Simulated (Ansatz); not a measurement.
Total energies of `BC(=N)CF`.

Z-matrix (Å, degrees):
```
C
F 1 1.383
C 1 1.501 2 109.7
H 1 1.094 2 108.5 3 -121.8
H 1 1.096 2 107.8 3 119.9
N 3 1.273 1 124.4 2 -157.6
B 3 1.565 1 120.1 2 30.4
H 6 1.025 3 112.2 1 -0.8
H 7 1.195 3 119.0 1 52.2
H 7 1.191 3 120.3 1 -131.2
```

Charge 0, multiplicity 1. The geometry is a stationary point of PBE0-D4/def2-TZVP. It is one conformer, not always the lowest. Basis def2-TZVPP, Ansatz 0.2.0.

RPA on PBE orbitals: Hartree–Fock energy of these orbitals -257.21805 Eh, correlation -1.40898 Eh (frozen core).

```
             functional  energy without D4 (Eh)  D4 term (kJ/mol)
            LDA (SPW92)              -256.59734                 –
                 revPBE              -258.62821             -55.2
                   BLYP              -258.63807             -36.1
                 r2SCAN              -258.56848              -4.0
                 B97M-V              -258.67516                 –
                   PBE0              -258.41486             -13.3
                  B3LYP              -258.72134             -25.6
                r2SCAN0              -258.53725              -4.6
HSE06 (plane-wave form)              -258.40155             -12.3
                  BHLYP              -258.58086             -17.7
              CAM-B3LYP              -258.60225             -13.3
                LC-ωPBE              -258.54163                 –
                ωB97M-V              -258.61355                 –
               PBE-QIDH              -258.37671                 –
```

(1) Give the same for PBE, r2SCANh, ωB97X-V, B2PLYP. (Estimate.)

B3LYP takes the VWN-RPA correlation (the form of Gaussian; ORCA's B3LYP/G). HSE06 is the plane-wave form, built on full-range PBE exchange. The double hybrids freeze the cores in their second-order part.

Answers

(1) Ansatz gave: 
```json
{"functional": "PBE", "energy without D4 (Eh)": "-258.39813", "D4 term (kJ/mol)": "-16.0"}
{"functional": "r2SCANh", "energy without D4 (Eh)": "-258.55552", "D4 term (kJ/mol)": "-4.2"}
{"functional": "ωB97X-V", "energy without D4 (Eh)": "-258.63045", "D4 term (kJ/mol)": "–"}
{"functional": "B2PLYP", "energy without D4 (Eh)": "-258.51628", "D4 term (kJ/mol)": "–"}
```

LC-ωPBE has ω = 0.4 bohr⁻¹.
